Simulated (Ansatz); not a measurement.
Program: Ansatz 0.2.0.

Basis-set series for C6H8BN (`BNc1ccccc1`). Total charge 0; spin multiplicity 1. The structure was optimised at the PBE0-D4/def2-TZVP level. It is one conformer, not always the lowest.

| functional | basis | functions | energy (Eh) | HOMO (eV) | LUMO (eV) |
| --- | --- | --- | --- | --- | --- |
| PBE0-D4 | def2-SVP | 152 | -312.49782 | -6.60 | -0.70 |
| PBE0-D4 | def2-QZVPP | 696 | -312.84737 | -6.63 | -0.89 |
| ωB97M-V | def2-SVP | 152 | -312.71944 | -8.62 | 1.31 |
| ωB97M-V | def2-QZVPP | 696 | -313.08278 | -8.65 | 0.88 |

**Question.** Give the rows for def2-TZVPP. (Estimate.)

**Answer.** The calculation gave: 
```tsv
functional	basis	functions	energy (Eh)	HOMO (eV)	LUMO (eV)
PBE0-D4	def2-TZVPP	360	-312.83065	-6.61	-0.85
ωB97M-V	def2-TZVPP	360	-313.06733	-8.64	1.02
```

Positive LUMOs are unbound and depend on the basis.
